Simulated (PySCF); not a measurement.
Numbering as in the mapped SMILES `[CH2:1]=[C:2]=[C:3]([C:4]#[C:5][SiH2:6][CH3:7])[CH2:8][CH3:9]` (H(Xn): hydrogen on atom n).

Non-relativistic, averaged over atoms made equivalent by symmetry, fast rotation or ring inversion, one conformer, no solvent. GFN2-xTB geometry; σ from GIAO-PBE0/pcSseg-1; PySCF.

Scale: ¹³C, ¹H, ²⁹Si against TMS (reference shieldings calculated alike).

```tsv
atoms	nucleus	count	δ (ppm)
C2	¹³C	1	?
Si6	²⁹Si	1	-70.0
H(C7)	¹H	3	?
H(Si6)	¹H	2	4.59
C5	¹³C	1	101.4
C4	¹³C	1	?
H(C1)	¹H	2	?
C8	¹³C	1	33.6
C7	¹³C	1	-4.8
C3	¹³C	1	96.4
H(C8)	¹H	2	2.18
C1	¹³C	1	79.6
C9	¹³C	1	16.7
H(C9)	¹H	3	1.25
```

Q: Estimate the values marked ?.

A: 
- C2: 229.5 ppm, central carbon of an allene; the central sp carbon of an allene is among the most deshielded carbons of hydrocarbons
- C4: 109.3 ppm, alkyne carbon
- H(C1): 5.17 ppm, hydrogen on a terminal carbon of a cumulated C=C=C unit; attached to an sp2 carbon and in the plane of the double bond
- H(C7): 0.29 ppm, hydrogen on a methyl carbon bonded to Si; an electropositive neighbour shields it, as in TMS itself

Shifts are as computed. Against solution values, carbons near 30 ppm lie about +3 ppm off and those near 130 ppm about +5 ppm. Of 1309 compounds with measured shifts, 239 miss one by over three times the rms of a fit or turn the order of signals round; such compounds aren't used in these exercises.
